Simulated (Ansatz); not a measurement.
Start from `[CH3][Ga]([F])[SeH]` and change one atom or group to get `C[S][Ga]([CH3])[F]`.

Ansatz, PBE0-D4/def2-TZVP geometries, multiplicity 1. Each molecule was computed in one conformer, which needn't be the lowest.

Scalar relativity is left out up to krypton.

```tsv
property	`[CH3][Ga]([F])[SeH]`
HOMO energy (ωB97M-V/def2-TZVPP) / eV	-9.59
LUMO energy (B3LYP/def2-TZVPP) / eV	-1.05
zero-point energy (PBE0-D4/def2-TZVP) / kJ/mol	121.3
size of the dipole moment (B3LYP/def2-TZVPP) / D	2.11
HOMO–LUMO gap (B3LYP/def2-TZVPP) / eV	6.16
HOMO energy (B3LYP/def2-TZVPP) / eV	-7.20
```

(1) What does the change do to each property? (Estimate.)

Results:

(1) The calculation gave: 
| property | `C[S][Ga]([CH3])[F]` | shift |
| --- | --- | --- |
| HOMO energy (ωB97M-V/def2-TZVPP) / eV | -9.41 | 0.18 |
| LUMO energy (B3LYP/def2-TZVPP) / eV | -0.92 | 0.13 |
| zero-point energy (PBE0-D4/def2-TZVP) / kJ/mol | 202.0 | 80.7 |
| size of the dipole moment (B3LYP/def2-TZVPP) / D | 3.96 | 1.85 |
| HOMO–LUMO gap (B3LYP/def2-TZVPP) / eV | 6.07 | -0.09 |
| HOMO energy (B3LYP/def2-TZVPP) / eV | -6.99 | 0.21 |

With PBE0 the HOMO rises by 0.21 eV and the LUMO rises by 0.13 eV, so the gap narrows by about 0.08 eV. PBE moves the HOMO by 0.28 eV and ωB97M-V by 0.18 eV. The zero-point energy changes by 80.7 kJ/mol with +9 modes. Dipoles are sizes alone; their direction can turn.

B3LYP here is the variant with VWN-RPA as its local correlation; programs differ in this.

Spin–orbit coupling is left out; it splits and shifts lone-pair levels of the heavy atoms by tenths of an eV.
